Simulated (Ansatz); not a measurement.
Mulliken charges of `C[NH][GeH]([F])[Cl]` from r2SCAN/def2-TZVPP in Ansatz (PBE0-D4/def2-TZVP geometry).

```
atom   x (Å)   y (Å)   z (Å)  charge (e)
  C1   0.967   1.025  -0.363      -0.050
  N2  -0.195   0.599   0.400      -0.343
 Ge3  -0.665  -1.140   0.423       0.739
  F4  -2.092  -1.213   1.391      -0.363
 Cl5  -1.255  -1.915  -1.495      -0.318
  H6   0.806   1.046  -1.447       0.070
  H7   1.805   0.351  -0.165       0.056
  H8   1.277   2.021  -0.040       0.060
  H9  -0.982   1.225   0.301       0.140
 H10   0.417  -2.051   0.997       0.008
```

Problem. By hand: the dipole of these point charges (1 e Å = 4.8032 D).

Solution. Σ q r = (0.786, 0.319, 0.101) e Å, of length 0.854 e Å = 4.10 D.

Problem. How does the dipole of the full density compare? (Best estimate.)

Solution. Ansatz gave: (0.456, 0.351, -0.045) e Å, 2.77 D; the point charges give 1.48 times that, at 19° from its direction.

Point charges leave out the atoms' own dipoles, such as those of lone pairs, and Mulliken's split depends on the basis, so the two needn't agree.
